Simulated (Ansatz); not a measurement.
Two isomers of CH9BOSi2: A = `CB[SiH](O)[SiH3]`, B = `C[SiH2]OB[SiH3]`.

Calculated with Ansatz (gas phase, PBE0-D4/def2-TZVP geometries, no zero-point term in ΔE). CCSD(T)/CBS is the MP2 limit (def2-TZVPP, def2-QZVPP) plus CCSD(T) − MP2 in def2-TZVPP, frozen cores. Functionals use def2-TZVPP. B3LYP here is the variant with VWN-RPA as its local correlation; programs differ in this. One conformer a species, not always the lowest.

(1) Which is lower in electronic energy at CCSD(T)/CBS, and by how much? (An estimate is asked.)

(2) Give E(B) − E(A) in kJ/mol with HF/def2-TZVPP, r2SCAN-D4, B3LYP, B2PLYP, CCSD(T)/def2-TZVPP, MP2/def2-TZVPP, PBE-D4. (Estimate.)

Largest T1 diagnostic: 0.013.

## Answers

(1) The calculation gave: B, by 140.6 kJ/mol.

(2) The calculation gave: HF/def2-TZVPP -160.6, r2SCAN-D4 -132.3, B3LYP -142.8, B2PLYP -146.3, CCSD(T)/def2-TZVPP -143.1, MP2/def2-TZVPP -147.6, PBE-D4 -119.4. None reverses the order clearly.

In def2-TZVPP, CCSD(T) changes the Hartree–Fock value by +17.5 kJ/mol (the triples alone add +1.7 kJ/mol) and MP2 by +13.0 kJ/mol. From PBE to PBE0 (25 % exact exchange), in def2-TZVPP and without D4, E(B) − E(A) moves by −5.9 kJ/mol.
